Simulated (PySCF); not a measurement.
BiF₂, charge +1, multiplicity 1. Atoms are numbered in the order given.

```xyz
3

Bi     0.0000     0.0000     0.2349
F      0.0000    -1.4267    -1.0833
F      0.0000     1.4267    -1.0833
```
Charge +1, spin multiplicity 1.

Geometry: r2SCAN-D4/def2-TZVP. The spin state was assumed, not searched. The isomer is the one that the SMILES or the coordinates give; other isomers of the formula were not compared. The def2 effective core potentials stand for the cores of Bi; spin–orbit coupling is left out.

All values below come from TDA-LC-ωPBE/def2-SVPD (PySCF).

Vertical excitations. Gas-phase values at a fixed geometry. State labels are in the subgroup C2v.

```json
[
 {"state": "S1", "symmetry": "B1", "energy (eV)": "5.25", "λ (nm)": "236", "f": "0.037", "main pairs": "HOMO→LUMO 99 %"},
 {"state": "S2", "symmetry": "A2", "energy (eV)": "5.66", "λ (nm)": "219", "f": "0.000", "main pairs": "HOMO−1→LUMO 99 %"},
 {"state": "S3", "symmetry": "B2", "energy (eV)": "6.43", "λ (nm)": "193", "f": "0.006", "main pairs": "HOMO−2→LUMO 87 %"},
 {"state": "S4", "symmetry": "B1", "energy (eV)": "6.65", "λ (nm)": "186", "f": "0.016", "main pairs": "HOMO−4→LUMO 98 %"},
 {"state": "S5", "symmetry": "A1", "energy (eV)": "7.07", "λ (nm)": "175", "f": "0.003", "main pairs": "HOMO−3→LUMO 87 %"},
 {"state": "S6", "symmetry": "A2", "energy (eV)": "7.08", "λ (nm)": "175", "f": "0.000", "main pairs": "HOMO−5→LUMO 99 %"},
 {"state": "S7", "symmetry": "B2", "energy (eV)": "8.36", "λ (nm)": "148", "f": "0.031", "main pairs": "HOMO→LUMO+1 48 %, HOMO−1→LUMO+2 44 %"},
 {"state": "S8", "symmetry": "A1", "energy (eV)": "8.44", "λ (nm)": "147", "f": "0.011", "main pairs": "HOMO−1→LUMO+1 84 %"},
 {"state": "S9", "symmetry": "B1", "energy (eV)": "8.67", "λ (nm)": "143", "f": "0.018", "main pairs": "HOMO−2→LUMO+1 91 %"},
 {"state": "S10", "symmetry": "A1", "energy (eV)": "8.81", "λ (nm)": "141", "f": "0.135", "main pairs": "HOMO→LUMO+2 75 %"},
 {"state": "T1", "symmetry": "B1", "energy (eV)": "4.37", "λ (nm)": "284", "f": "0", "main pairs": "HOMO→LUMO 95 %"},
 {"state": "T2", "symmetry": "A2", "energy (eV)": "5.49", "λ (nm)": "226", "f": "0", "main pairs": "HOMO−1→LUMO 98 %"},
 {"state": "T3", "symmetry": "B2", "energy (eV)": "5.52", "λ (nm)": "225", "f": "0", "main pairs": "HOMO−2→LUMO 98 %"},
 {"state": "T4", "symmetry": "A1", "energy (eV)": "5.99", "λ (nm)": "207", "f": "0", "main pairs": "HOMO−3→LUMO 98 %"}
]
```
Triplets are in the Tamm–Dancoff approximation.
